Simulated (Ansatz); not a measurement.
The molecule TeCl, multiplicity 4 (an upper state: multiplicity 2 came lower at CCSD(T)/def2-TZVPP on PBE0 minima). No spin–orbit coupling.

The constants come from a fifth-degree fit in 1/R (seven points, main isotopes). In def2 and cc sets the state is the lowest found near the PBE0 minimum, followed along R.

Correlated levels freeze the inner cores; with def2 sets outer-core shells near the valence are correlated too.

The values were computed with Ansatz (Gaussian basis) for Hartree–Fock, density functionals and correlated methods. Values without a source in brackets are computed. In def2 rows elements past Kr take small-core potentials, without spin–orbit coupling.

| level | r_e (Å) | ω_e (cm⁻¹) | ω_e x_e (cm⁻¹) | dipole (D) |
|---|---|---|---|---|
| PBE/def2-TZVPP | 2.659 | [?] | 0.98 | 2.94 |
| PBE0/def2-TZVPP | 2.624 | 253 | 1.00 | 3.51 |
| wB97X-V/def2-TZVPP | 2.619 | 257 | 1.1 | 3.83 |
| CCSD/def2-TZVPP | 2.641 | 250 | 1.0 | - |
| CCSD(T)/def2-TZVPP | [?] | [?] | 0.88 | - |

Problem. Fill in the missing entries.

Solution. 
- CCSD(T)/def2-TZVPP, r_e (Å): 2.634
- CCSD(T)/def2-TZVPP, ω_e (cm⁻¹): 256
- PBE/def2-TZVPP, ω_e (cm⁻¹): 237

Ansatz is an electronic-structure program.
